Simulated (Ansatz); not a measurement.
Process, species as SMILES: [NH][Si](O)(O)O → N[Si]([O])(O)O
Structures are relaxed separately at B3LYP-D3(BJ)/def2-TZVP in Ansatz (a program for electronic structure), one conformer each, not searched for the lowest.

Quantity: isomerisation energy (electronic energy difference), in kcal/mol. Correlated levels leave the core frozen unless marked. Open shells are spin-unrestricted. Spin-orbit coupling is left out. Non-relativistic. Basis-set limits of correlation are two-point, X^-3; Hartree-Fock from the larger set.

CCSD(T)/CBS(cc-pV(T+d)Z,cc-pV(Q+d)Z) (Ansatz) gives 7.2 kcal/mol.

**Question.** Another calculation gave 4.9 kcal/mol. Which level was it?
(A) B3LYP/def2-TZVPD (Ansatz)
(B) wB97X-V/def2-TZVPD (Ansatz)
(C) PBE-QIDH/def2-TZVPD (Ansatz)
(D) SVWN5/def2-TZVPD (Ansatz)

**Answer.** B, wB97X-V/def2-TZVPD (Ansatz). The others give -4.2 (SVWN5), 1.4 (B3LYP), 7.5 (PBE-QIDH) kcal/mol.
